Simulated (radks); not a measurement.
The numbers below are computed, except where a source is named.
Task: These are the eigenvalues of the occupied orbitals of an atom or ion with whole-number occupations (eV). Code: a radial shooting solver on a logarithmic mesh with Libxc functionals. Model: Dirac Kohn-Sham, PBE, spin-unpolarised, spherical densities, finite nucleus; Fermi nuclear charge, rms radius of each element as measured or else 0.836 A^(1/3) + 0.57 fm.

orbital  eigenvalue
1s1/2     -24193.22
2s1/2     -3567.226
2p1/2     -3311.851
2p3/2     -3152.457
3s1/2     -677.3011
3p1/2     -576.5152
3p3/2     -548.7242
3d3/2     -370.3209
3d5/2     -364.7785
4s1/2     -126.0080
4p1/2      -94.5594
4p3/2      -89.9706
4d3/2      -41.9756
4d5/2      -41.4000

Which element is it, and in what charge state? The configuration may be excited. Open shells, if any, are shared by 2j + 1.

Result: Z = 46, palladium, charge +3: Pd3+ in [Kr] 4d7. The list shows which subshells hold electrons but not how many an open one holds; the 1s level, -889.08 hartree, gives Z - s = 42.2 by -(Z - s)^2/2, which with screening and relativity narrows Z to a few neighbours, and the depths of the outer levels then fix element, charge and occupations together.
